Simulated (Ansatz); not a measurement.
Start from `FCI` and change one atom or group to get `FCC(F)I`.

Ansatz, PBE0-D4/def2-TZVP geometries, multiplicity 1. Each molecule was computed in one conformer, which needn't be the lowest.

Elements past krypton have def2 core potentials.

| property | `FCI` |
| --- | --- |
| HOMO–LUMO gap (ωB97M-V/def2-TZVPP) / eV | 10.66 |
| HOMO energy (PBE/def2-TZVPP) / eV | -6.40 |
| LUMO energy (B3LYP/def2-TZVPP) / eV | -1.33 |
| size of the dipole moment (B3LYP/def2-TZVPP) / D | 1.60 |
| size of the dipole moment (ωB97M-V/def2-TZVPP) / D | 1.59 |
| HOMO–LUMO gap (PBE/def2-TZVPP) / eV | 4.43 |

(1) Give the same properties after the change, and the shifts. (Best estimate.)

Results:

(1) The calculation gave: 
| property | `FCC(F)I` | shift |
| --- | --- | --- |
| HOMO–LUMO gap (ωB97M-V/def2-TZVPP) / eV | 10.70 | 0.04 |
| HOMO energy (PBE/def2-TZVPP) / eV | -6.67 | -0.27 |
| LUMO energy (B3LYP/def2-TZVPP) / eV | -1.62 | -0.29 |
| size of the dipole moment (B3LYP/def2-TZVPP) / D | 1.49 | -0.11 |
| size of the dipole moment (ωB97M-V/def2-TZVPP) / D | 1.49 | -0.10 |
| HOMO–LUMO gap (PBE/def2-TZVPP) / eV | 4.41 | -0.02 |

The zero-point energy changes by 55.0 kJ/mol with +9 modes. Dipoles are sizes alone; their direction can turn.

B3LYP here is the variant with VWN-RPA as its local correlation; programs differ in this.

Spin–orbit coupling is left out; it splits and shifts lone-pair levels of the heavy atoms by tenths of an eV.
